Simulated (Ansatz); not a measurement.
Relaxing a trial structure of C2H9GaN2

The starting geometry of this gas-phase singlet was optimised with GFN2-xTB; its bonds are those of `[CH3][GaH][CH](N)N`.

```
atom    x (Å)    y (Å)    z (Å)
   C  -1.0907   1.0696   1.8870
   C   0.0520  -0.7651  -1.0443
  Ga  -1.1580   0.5948  -0.0986
   N  -0.1137  -0.3903  -2.4288
   N   1.3079  -0.2083  -0.4685
   H  -0.6774   0.2465   2.4782
   H  -0.4626   1.9485   2.0563
   H  -2.0850   1.2996   2.2771
   H  -2.0090   1.4670  -1.1291
   H   0.0266  -1.8638  -0.9860
   H   0.0391   0.6137  -2.5206
   H   0.5488  -0.8616  -3.0424
   H   2.1319  -0.5957  -0.9332
   H   1.3654  -0.5038   0.5058
```

**Question.** Predict what becomes of its bonds when it is optimised with r2SCAN-D4/def2-SVP.

**Answer.** A new bond forms, giving a structure given below by its coordinates. Contacts that close: Ga3–N5 (2.62 → 2.16 Å).

The energy falls by 0.48 eV over 18 steps:

| step | E − E(last) (eV) |
| --- | --- |
| 1 | 0.483 |
| 3 | 0.280 |
| 5 | 0.198 |
| 7 | 0.113 |
| 9 | 0.036 |
| 10 | 0.020 |
| 12 | 0.005 |
| 14 | 0.001 |
| 16 | 0.000 |
| 18 | 0.000 |

Final geometry (Å):

```xyz
14

C    -1.2069    0.8480    1.8769
C    -0.0901   -0.6487   -0.9917
Ga   -0.7410    0.9539   -0.0298
N    -0.1841   -0.8836   -2.3822
N     1.1790    0.0719   -0.4804
H    -0.8891   -0.1096    2.3189
H    -0.7426    1.6665    2.4494
H    -2.2978    0.9314    2.0119
H    -0.7662    2.2681   -0.8901
H    -0.1576   -1.5880   -0.4201
H    -0.3171   -0.0422   -2.9367
H     0.5759   -1.4405   -2.7779
H     1.6785    0.5303   -1.2433
H     1.8344   -0.5064    0.0479
```

The end wasn't checked by frequencies. Run with Ansatz 0.2.0, 2.2 min on 2 threads of AMD EPYC (Zen 3), on a shared host.
